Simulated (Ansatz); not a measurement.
`F[SiH2]I`, relaxed with RKS PBE-D4/def2-SVP in Ansatz from a rough embedded geometry. The force threshold is 0.03 eV/Å; the program also tests the step.

Charge 0, multiplicity 1. I takes the def2 core potential.

Start:

```xyz
5

F    -1.122   -0.372    1.169
Si    0.063   -0.003    0.160
I    -0.701   -0.052   -2.190
H     1.190   -0.928    0.363
H     0.570    1.355    0.499
```

```tsv
step	energy (eV)	largest force (eV/Å)	largest move (Å)
1	-18718.4679	1.058	0.000
2	-18718.4905	0.573	0.099
3	-18718.5245	0.198	0.085
4	-18718.5256	0.035	0.011
5 (rejected)	-18718.5256	0.040	0.005
6	-18718.5257	0.009	0.002
```

End:

```xyz
5

F    -1.135   -0.378    1.168
Si    0.096    0.016    0.168
I    -0.682   -0.054   -2.153
H     1.186   -0.995    0.334
H     0.536    1.411    0.483
```

It took 4.2 s on 2 threads of a server CPU on a shared host, with 0.16 GiB of host memory at the peak.
